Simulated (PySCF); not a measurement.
Gas-phase reaction: Sb₄ ⇌ 4 Sb

Energies from PySCF, thermal terms from the rigid-rotor harmonic-oscillator model, ideal gas at 1 bar. † marks an energy on the PBE0/def2-TZVP geometry and frequencies; other levels use their own. MP2 and CCSD(T) freeze the core. Open shells (unrestricted): Sb (multiplicity 4); the rest are closed-shell singlets. B3LYP is the form with VWN-RPA correlation. Sb: scalar-relativistic def2 core potential, no spin-orbit coupling. MP2 isn't extrapolated to the basis-set limit. CCSD(T) isn't extrapolated to the basis-set limit.

| level | ΔH°(298 K), kJ |
|---|---|
| B3LYP/def2-TZVP† | 827 |
| CCSD(T)/def2-TZVPP† | 783 |
| HF/def2-TZVP† | ? |
| MP2/def2-SVP† | 663 |
| PBE/def2-TZVP† | 918 |
| PBE0/def2-QZVP† | ? |
| PBE0/def2-TZVP | 847 |
| LDA/def2-TZVP† | ? |
| ωB97M-V/def2-TZVP† | 805 |
| ωB97X-V/def2-TZVP† | ? |

Task: Fill in the missing entries.

Result: 
- HF/def2-TZVP†, ΔH°(298 K), kJ: 184
- PBE0/def2-QZVP†, ΔH°(298 K), kJ: 855
- LDA/def2-TZVP†, ΔH°(298 K), kJ: 1161
- ωB97X-V/def2-TZVP†, ΔH°(298 K), kJ: 889
